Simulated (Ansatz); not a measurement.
Reaction (hydrogenolysis of a Ge–Se bond): `[CH3][GeH2][SeH]` + H₂ → `[CH3][GeH3]` + H₂Se

Isolated molecules relaxed with PBE0-D4/def2-TZVP in Ansatz; ΔE leaves out vibrations. CBS: MP2 limit from def2 TZ/QZ plus the TZ coupled-cluster correction, frozen cores. This one scheme is used for every species. Functionals use def2-TZVPP. For Ge, Se outer-core shells are correlated without core-valence functions, which leaves a few kJ/mol of doubt a bond. Scalar relativity is left out up to krypton. Each species was taken in one conformer, which may not be the lowest.

**Question.** Is it downhill or uphill in electronic energy at CCSD(T)/CBS, and by how much? (Estimate.)

**Answer.** Ansatz gave: Uphill: ΔE = +43.8 kJ/mol.

**Question.** What do these levels give: BHLYP-D4, r2SCAN0, HF/def2-SVP, CCSD(T)/def2-TZVPP, MP2/def2-QZVPP, SCS-MP2/def2-QZVPP? (Best estimate.)

**Answer.** Ansatz gave: BHLYP-D4 41.3, r2SCAN0 42.1, HF/def2-SVP 15.2, CCSD(T)/def2-TZVPP 40.1, MP2/def2-QZVPP 52.3, SCS-MP2/def2-QZVPP 44.8 kJ/mol.

Largest T1 diagnostic among the species: 0.010.

The D4 term adds +9.4 kJ/mol with B3LYP and +5.2 kJ/mol with PBE0; it sums over pairs of atoms, weighted by their polarisabilities, and B3LYP, whose exchange is more repulsive, gets the larger term. In def2-TZVPP, CCSD(T) changes the Hartree–Fock value by +14.1 kJ/mol (the triples alone add +4.2 kJ/mol) and MP2 by +24.5 kJ/mol. At CCSD(T), def2-SVP lies −19.2 kJ/mol from the extrapolated value and def2-TZVPP −3.7 kJ/mol.

B3LYP here is the variant with VWN-RPA as its local correlation; programs differ in this.
